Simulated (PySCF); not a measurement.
**C₆ coefficients of unlike pairs at M06-2X**

Calculated with PySCF 2.14 from the dipole response of each species, C₆(A,B) = (3/π) ∫ α_A(iu) α_B(iu) du, in atomic units, from isotropic polarisabilities. For ions this is the dispersion term alone; charge-induced terms of lower order in 1/R come first.

```tsv
species	configuration	basis	relativity	α (bohr³)	C₆ (like pair)
Co²⁺	[Ar] 3d7 (4F)	aug-cc-pVQZ (9s8p6d4f3g2h)	none	3.259	9.138
B⁺	[He] 2s2 (1S)	aug-cc-pwCVDZ (5s4p2d)	none	10.42	26.40
B	[He] 2s2 2p1 (2P)	aug-cc-pCVTZ-DK with one added diffuse shell each of s, p, d, f type (8s7p5d3f)	spin-free X2C	22.39	105.9
Br²⁺	[Ar] 3d10 4s2 4p3 (4S)	aug-cc-pV5Z-PP with ECP10MDF (8s7p6d4f3g2h)	core potential	8.189	38.36
```

**Question.** Estimate C₆ for Br²⁺ with B⁺.

**Answer.** The integral gives 29.30. The combination rule 2 C_A C_B / (C_A α_B/α_A + C_B α_A/α_B) gives 29.12 and the geometric mean 31.82.

No spin-orbit coupling is included.

The other pairs:

```tsv
pair	C₆
B, B⁺	52.79
Br²⁺, Co²⁺	18.02
B, Co²⁺	24.76
B⁺, Co²⁺	12.70
Br²⁺, B	57.51
```
